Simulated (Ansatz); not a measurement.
```yaml
crystal:
  periodic: [false, false, false]
  atoms:
    - {symbol: Sn, position_ang: [-0.899399, -0.730070, -1.526625]}
    - {symbol: Sn, position_ang: [0.900455, 0.736042, 1.528000]}
    - {symbol: S, position_ang: [1.555095, 0.170063, -0.960794]}
    - {symbol: S, position_ang: [-1.551828, -0.173147, 0.965093]}
    - {symbol: S, position_ang: [0.983990, 2.204400, -0.562987]}
    - {symbol: S, position_ang: [-0.988312, -2.207298, 0.557314]}
basis:
  gaussian: {orbitals: def2-SVP}
total_charge: 1
magnetization: {spin_polarized: true, initial_magnetization: 1}
hamiltonian: {xc: {name: SPW92}}
scf: {lower_state_search: light}
output: {forces: true}
```

```sh
$ ansatz run in.yaml --threads 4 --pin off --events-out ev --progress --plain --max-ram 4787MiB
```

It prints (some lines left out):

```
Functional definition: SPW92
1402 factors; their error is unknown
mean field evaluation 1: about -54817.4106 eV, gradient 2.4e1 eV
mean field evaluation 2: about -54796.7962 eV, gradient 5.7e1 eV
mean field evaluation 4: about -54818.6896 eV, gradient 1.7e1 eV
mean field evaluation 8: about -54821.2597 eV, gradient 2.4e-1 eV
mean field evaluation 16: about -54821.1859 eV, gradient 5.3e-3 eV
mean field evaluation 32: about -54820.9676 eV, gradient 1.2e0 eV
mean field -54821.18591116 eV, -2014.6414231007 hartree, gradient 3.2e-5 eV, S^2 0.752284; 6 other end points of the search recorded, 0 dependent functions left out
reference -54821.18594409 eV, -2014.6414243107 hartree; 54, 53 occupied and 70, 71 virtual orbitals, 1402 factors
Total energy: -54821.18594409 eV, -2014.6414243107 hartree
Atom 0 at    -0.899399    -0.730070    -1.526625 Å, force    -0.225018    -0.063885    -0.238352 eV/Å
Atom 1 at     0.900455     0.736042     1.528000 Å, force     0.224566     0.067347     0.231289 eV/Å
Atom 2 at     1.555095     0.170063    -0.960794 Å, force    -0.075616     0.770056     0.190506 eV/Å
Atom 3 at    -1.551828    -0.173147     0.965093 Å, force     0.070111    -0.773966    -0.196564 eV/Å
Atom 4 at     0.983990     2.204400    -0.562987 Å, force     0.005076    -1.116672    -0.094486 eV/Å
Atom 5 at    -0.988312    -2.207298     0.557314 Å, force     0.000881     1.117119     0.107608 eV/Å
Dipole moment:     0.000186    -0.000277     0.001352 e Å
```

It took 6 s on 4 threads of Arm Neoverse V1 on a shared host.

In the def2 sets Sn takes a core potential; there is no spin–orbit coupling.

The dipole of an ion depends on the origin.
